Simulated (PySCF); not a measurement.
Delta-SCF ions had no search for a lower state. Excitations are Tamm–Dancoff values on a coarser integration grid. The basis has no diffuse functions, so Rydberg states are missing or too high.

Cartesian coordinates (Å):
SMILES: C#CC=C=N
```xyz
8

C      2.0714     0.8937     0.6511
C      1.1304     0.1583     0.5076
C      0.0436    -0.7333     0.3497
C     -1.1508    -0.3435    -0.0539
N     -2.2123    -0.0244    -0.5445
H      2.9007     1.5455     0.7722
H      0.1747    -1.7845     0.5821
H     -2.9577     0.2882     0.0756
```
Charge 0, multiplicity 1.

Question: What HOMO–LUMO gap, vertical ionisation energy (Delta-SCF), total energy, S1 oscillator strength, S1 excitation (TDA), brightest of the four lowest singlets (TDA), S1–T1 gap (TDA) and LUMO does M06-2X/def2-TZVP // B3LYP-D3(BJ)/def2-TZVP run with PySCF give?

Answer: 
- HOMO–LUMO gap: 8.12 eV
- vertical ionisation energy (Delta-SCF): 8.86 eV
- total energy: -5683.13 eV
- S1 oscillator strength: 0.001
- S1 excitation (TDA): 4.30 eV
- brightest of the four lowest singlets (TDA): 6.05 eV
- S1–T1 gap (TDA): 0.30 eV
- LUMO: 0.45 eV
